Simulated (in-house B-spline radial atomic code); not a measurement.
A run on an ion of nuclear charge 27 with 27.8 electrons that did not converge. Method: scalar-relativistic (X2C) AM05, spin-polarised, spherical fractional occupations, Fermi nucleus of rms radius 3.7875 fm; computed with a B-spline radial code for spherical atoms.

Command:
```bash
python run_scf.py task.json out
```
Settings (nuclear radius in fm, mass in u):
```
Z                27
configuration    [Ar] 3d7.8 4s2
hamiltonian      x2c
method           am05
spin_polarised   True
nucleus          fermi
rms_radius       3.7875
atomic_mass      58.93319
speed_of_light   137.035999084
```

First and last ten iterations of the last attempt (damped for 15 steps, keeping 80 % of the old Fock matrix, then DIIS):
```
 iter        energy (Eh)    residual
    1       -1388.977757    2.74e-01
    2       -1386.065676    3.79e-01
    3       -1389.261370    2.02e-01
    4       -1390.512482    8.69e-02
    5       -1390.815820    2.58e-02
    6       -1388.146096    1.34e-01
    7       -1390.281921    1.03e-01
    8       -1390.742246    3.51e-02
    9       -1390.830251    1.13e-02
   10       -1390.840144    5.98e-03
  111       -1390.760449    3.25e-02
  112       -1390.828643    1.16e-02
  113       -1390.831750    1.22e-02
  114       -1390.830900    1.24e-02
  115       -1390.830713    1.25e-02
  116       -1390.838373    8.28e-03
  117       -1388.158165    1.35e-01
  118       -1388.162521    1.35e-01
  119       -1388.148926    1.35e-01
  120       -1388.141269    1.36e-01
 not converged after 120 iterations
```

The smallest residual met was 3.2e-03; the threshold is about 3e-07. No energy from this run should be used. The likely cause: this method binds the added charge weakly or not at all at the basis-set limit, so charge moves back and forth between the atom and the box. Run time, properties included: 2.1 s on 1 thread of Arm Neoverse V1, on a shared host.
